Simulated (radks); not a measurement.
Q: Eu0.5+, 62.5 electrons, occupied as [Xe] 4f7.5 6s1 (fractional occupations, a model configuration). Method: Dirac Kohn-Sham, PBE, spin-unpolarised, spherical densities, finite nucleus; open shells are shared between the two j in proportion to 2j + 1; Fermi nuclear charge, rms radius 5.1115 fm; computed with a radial shooting solver on a logarithmic mesh with Libxc functionals. Some entries of the table are withheld. Estimate them.

orbital     occ.  eigenvalue (eV)  <r^2> (bohr^2)
1s1/2          2        -48313.19             (1)
2s1/2          2        -7929.610         0.01062
2p1/2          2        -7523.327        0.007724
2p3/2          4        -6875.288        0.008962
3s1/2          2        -1744.351         0.07106
3p1/2          2              (2)         0.06631
3p3/2          4              (3)         0.07345
3d3/2          4        -1132.713         0.05885
3d5/2          6        -1103.964         0.06085
4s1/2          2        -345.8444          0.3621
4p1/2          2        -278.0224          0.3822
4p3/2          4        -248.9155          0.4218
4d3/2          4        -137.2795          0.4893
4d5/2          6        -132.0644          0.5052
5s1/2          2              (4)           2.184
5p1/2          2         -27.3238           2.849
5p3/2          4         -23.6524           3.239
6s1/2          1          -5.3980           20.10
4f5/2    3.21429          -3.0571           1.565
4f7/2    4.28571          -2.4699           1.736

A: 
(1) 1s1/2 <r^2> (bohr^2): 0.0006793
(2) 3p1/2 eigenvalue (eV): -1568.777
(3) 3p3/2 eigenvalue (eV): -1436.665
(4) 5s1/2 eigenvalue (eV): -45.2339
